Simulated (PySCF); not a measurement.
This PySCF input asks for the NMR shieldings of SMILES C(C)(C)S[C@@H]1C[Si@H]1S, C5H12S2Si; the geometry comes from GFN2-xTB.

```python
import basis_set_exchange as bse
import numpy as np
from pyscf import gto, dft
from pyscf.prop import nmr

atoms = """
C    -2.050873   -0.826395   -0.948999
C    -1.462079    0.325068   -0.152274
C    -2.362976    1.548145   -0.165398
S     0.185663    0.796489   -0.848218
C     1.222588   -0.393330    0.002136
C     1.507123   -0.112047    1.488492
Si    3.006890    0.090959    0.374598
S     4.434916   -1.506317    0.385908
H    -2.244739   -0.510541   -1.971873
H    -1.366517   -1.672068   -0.974512
H    -2.986431   -1.154421   -0.499073
H    -1.259103    0.017285    0.877119
H    -1.909950    2.364510    0.392507
H    -2.529236    1.881483   -1.187496
H    -3.324644    1.307554    0.284601
H     0.951396   -1.410928   -0.255141
H     1.406738   -0.957822    2.156941
H     1.030191    0.773709    1.885099
H     3.539642    1.379350    0.001229
H     4.206254   -1.930003   -0.848683
"""
names = dict.fromkeys(["C", "S", "Si", "H"], "pcSseg-1")
basis = {el: gto.basis.parse(bse.get_basis(n, elements=[el], fmt="nwchem")) for el, n in names.items()}
mol = gto.M(atom=atoms, basis=basis, charge=0, verbose=0)
mf = dft.RKS(mol, xc="PBE0")
mf.grids.level = 2
mf.grids.alignment = dft.numint.BLKSIZE   # the property module wants whole blocks of grid points
mf.conv_tol = 1e-9
mf.kernel()

calc = nmr.RKS(mf)   # GIAO
C = mf.mo_coeff
Co = C[:, mf.mo_occ > 0]
resp = mf.gen_response(singlet=True, hermi=2)
def vind(x):   # induced exchange potential for any number of trial vectors
    d = np.einsum("pi,xij,qj->xpq", C, 2 * x.reshape(-1, C.shape[1], Co.shape[1]), Co, optimize=True)
    return np.einsum("xpq,pi,qj->xij", resp(d - d.transpose(0, 2, 1)), C, Co, optimize=True).ravel()
mo1, _ = nmr.rhf.solve_mo1(calc, with_cphf=vind)
sigma = calc.kernel(mo1)
for i, s in enumerate(sigma):   # ppm
    w = np.linalg.eigvalsh((s + s.T) / 2)
    print("%2d %-2s iso %8.1f  s11 %8.1f  s22 %8.1f  s33 %8.1f" % (i, mol.atom_pure_symbol(i), w.mean(), *w))
```

Question: What are the results?

Answer: 
```
 0 C  iso    161.3  s11    141.1  s22    158.4  s33    184.4
 1 C  iso    141.1  s11    119.9  s22    138.2  s33    165.1
 2 C  iso    161.8  s11    140.7  s22    157.6  s33    187.2
 3 S  iso    412.9  s11    287.3  s22    351.5  s33    599.9
 4 C  iso    163.5  s11    130.1  s22    156.8  s33    203.6
 5 C  iso    168.2  s11    132.4  s22    168.0  s33    204.1
 6 Si iso    442.8  s11    330.3  s22    347.0  s33    651.2
 7 S  iso    757.9  s11    674.7  s22    712.7  s33    886.2
 8 H  iso     30.5  s11     27.4  s22     28.3  s33     36.0
 9 H  iso     29.9  s11     24.7  s22     30.3  s33     34.9
10 H  iso     30.4  s11     25.7  s22     27.4  s33     38.1
11 H  iso     29.0  s11     24.5  s22     30.2  s33     32.3
12 H  iso     30.3  s11     25.1  s22     29.2  s33     36.7
13 H  iso     30.7  s11     27.0  s22     28.6  s33     36.5
14 H  iso     30.4  s11     25.8  s22     27.3  s33     38.0
15 H  iso     29.2  s11     22.0  s22     29.9  s33     35.9
16 H  iso     30.1  s11     25.3  s22     26.3  s33     38.7
17 H  iso     30.9  s11     25.4  s22     29.2  s33     38.1
18 H  iso     27.7  s11     20.9  s22     27.0  s33     35.2
19 H  iso     30.8  s11     22.0  s22     28.5  s33     42.1
```

These numbers come from an equivalent density-fitted implementation of the same equations, which agrees with the script to about 0.01 ppm for H and up to a few tenths of a ppm for heavy atoms, so last digits may differ.

Question: Turn these shieldings into chemical shifts. Chemical shifts δ = σref − σ; ¹³C (σ = 186.93 ppm) and ²⁹Si (σ = 349.16 ppm) and ¹H (σ = 31.72 ppm) vs TMS; ³³S (σ = 503.73 ppm) vs CS2, all at this level.

Answer: Averaging equivalent atoms: C 1: 45.8; C 0: 25.6; C 2: 25.1; C 4: 23.4; C 5: 18.7; S 3: 91; S 7: -254; Si 6: -93.7; H 18: 4.02; H 11: 2.72; H 15: 2.48; H 16: 1.61; H 8/9/10: 1.42; H 12/13/14: 1.26; H 19: 0.87; H 17: 0.79 ppm. 

Size and cost of the density-fitted run: 217 basis functions, 84 s wall time on 1 thread of an Arm Neoverse N1, shared host; peak memory 1.1 GiB.
